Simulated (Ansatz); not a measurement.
Basis sets compared for BiH₂Br. Total charge 0; singlet. Geometry r2SCAN-D4/def2-TZVP. Ansatz on 2 threads of Intel Xeon 6975P-C on a shared host; times are rough, and most runs start from earlier orbitals.

```xyz
4

Bi   -0.725    0.326    0.353
H     0.385   -0.612    1.408
H     0.622    1.455   -0.018
Br   -0.282   -1.170   -1.743
```

In the def2 sets Bi takes a core potential; there is no spin–orbit coupling.

Binding counts from free atoms (Bi quartet, H doublet, Br doublet) in the same basis, without a counterpoise term.

```
              level  functions  energy (Eh)  HOMO (eV)  LUMO (eV)  binding per atom (eV)  wall time
    PBE-D4/def2-SVP         68   -2789.3294      -6.24      -2.62                   2.00     0.35 s
   PBE-D4/def2-TZVP        110   -2789.6564      -6.45      -2.76                   2.04     0.55 s
r2SCAN-D4/def2-TZVP        110   -2790.1001      -6.75      -2.57                   1.97        1 s
   PBE0-D4/def2-SVP         68   -2789.3942      -7.45      -1.91                   1.91     0.55 s
  PBE0-D4/def2-TZVP        110   -2789.7192      -7.60      -2.03                   1.96        1 s
```

Problem. Estimate the rows for PBE-D4/def2-TZVPD, r2SCAN-D4/def2-TZVPD, PBE0-D4/def2-TZVPD.

Solution. 
```tsv
level	functions	energy (Eh)	HOMO (eV)	LUMO (eV)	binding per atom (eV)	wall time
PBE-D4/def2-TZVPD	131	-2789.6573	-6.49	-2.83	2.04	0.8 s
r2SCAN-D4/def2-TZVPD	131	-2790.1008	-6.77	-2.62	1.97	1.4 s
PBE0-D4/def2-TZVPD	131	-2789.7200	-7.63	-2.11	1.96	1 s
```
